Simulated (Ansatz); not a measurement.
One change: `[OH][Nb]([OH])([OH])([Cl])[Cl]` becomes `[OH][Nb]([OH])([Cl])([Cl])[Cl]`.

Ansatz, PBE0-D4/def2-TZVP geometries, multiplicity 1. Each molecule was computed in one conformer, which needn't be the lowest.

Elements past krypton have def2 core potentials.

```json
{"property": "LUMO energy (PBE/def2-TZVPP) / eV", "`[OH][Nb]([OH])([OH])([Cl])[Cl]`": "-3.65"}
{"property": "HOMO–LUMO gap (PBE0/def2-TZVPP) / eV", "`[OH][Nb]([OH])([OH])([Cl])[Cl]`": "5.40"}
{"property": "HOMO energy (B3LYP/def2-TZVPP) / eV", "`[OH][Nb]([OH])([OH])([Cl])[Cl]`": "-8.07"}
{"property": "HOMO–LUMO gap (ωB97M-V/def2-TZVPP) / eV", "`[OH][Nb]([OH])([OH])([Cl])[Cl]`": "9.68"}
{"property": "size of the dipole moment (ωB97M-V/def2-TZVPP) / D", "`[OH][Nb]([OH])([OH])([Cl])[Cl]`": "3.64"}
{"property": "LUMO energy (PBE0/def2-TZVPP) / eV", "`[OH][Nb]([OH])([OH])([Cl])[Cl]`": "-2.94"}
```

Q: What does the change do to each property? (Best estimate.)

A: Computed: 
```
                                          property  `[OH][Nb]([OH])([Cl])([Cl])[Cl]`  shift
                 LUMO energy (PBE/def2-TZVPP) / eV                             -3.68  -0.03
              HOMO–LUMO gap (PBE0/def2-TZVPP) / eV                              5.65   0.25
               HOMO energy (B3LYP/def2-TZVPP) / eV                             -8.43  -0.36
           HOMO–LUMO gap (ωB97M-V/def2-TZVPP) / eV                              9.91   0.23
size of the dipole moment (ωB97M-V/def2-TZVPP) / D                              0.87  -2.77
                LUMO energy (PBE0/def2-TZVPP) / eV                             -3.06  -0.12
```

With PBE0 the HOMO falls by 0.37 eV and the LUMO falls by 0.12 eV, so the gap widens by about 0.25 eV. PBE moves the HOMO by -0.30 eV and ωB97M-V by -0.46 eV. Dipoles are sizes alone; their direction can turn.

B3LYP here is the variant with VWN-RPA as its local correlation; programs differ in this.
